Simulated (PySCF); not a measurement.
SMILES Br[SiH2]Br (H2Br2Si), PBE0/def2-SVP optimised geometry.

```
5

Br     1.50    -0.69     0.00
Si    -0.71    -0.69     0.00
Br    -1.50     1.38     0.00
H     -1.18    -1.38     1.23
H     -1.18    -1.38    -1.23
```

Density from PBE0/def2-TZVP in PySCF at that geometry.

Minimum of the electron density along straight lines between bonded atoms, close to the bond critical point (lines longer than 1.1 times the sum of covalent radii, or with two minima, are not listed):

| bond | length / Å | ρ at the minimum / e bohr⁻³ | ∇²ρ there / e bohr⁻⁵ | position (fraction from the first atom) |
|---|---|---|---|---|
| Br1–Si2 | 2.216 | 0.091 | 0.08 | 0.65 |
| Si2–Br3 | 2.216 | 0.091 | 0.08 | 0.35 |
| Si2–H4 | 1.484 | 0.126 | 0.13 | 0.49 |
| Si2–H5 | 1.484 | 0.126 | 0.13 | 0.49 |
